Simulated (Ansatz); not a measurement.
Basis-set extrapolation for `F[SiH]([SiH3])[CH2][AlH2]` (PBE0-D4/def2-TZVP geometry, frozen core, Ansatz 0.2.0). Multiplicity 1, RHF reference.

```tsv
	def2-TZVPP	def2-QZVPP
HF	-961.892749	-961.924796
MP2 correlation	-0.762284	-0.822746
CCSD(T) correlation	-0.853048	not run
```

Energies in hartree. Use E(X) = E(∞) + A·exp(−7.88·√X) for Hartree–Fock and E(X) = E(∞) + B·X^(−2.97) for correlation, with X = 3 and 4, and add CCSD(T) minus MP2 of the smaller set to the MP2 limit.

Q: What is the CCSD(T) energy at the basis-set limit?

A: HF limit: -961.924796 + (-0.032047) × 0.13774 = -961.92921. MP2 limit: -0.822746 + (-0.060462) × 0.74074 = -0.86753. Higher-order term: -0.853048 − (-0.762284) = -0.09076. Total: -962.88750 hartree, 372.0 kJ/mol below CCSD(T)/def2-TZVPP.
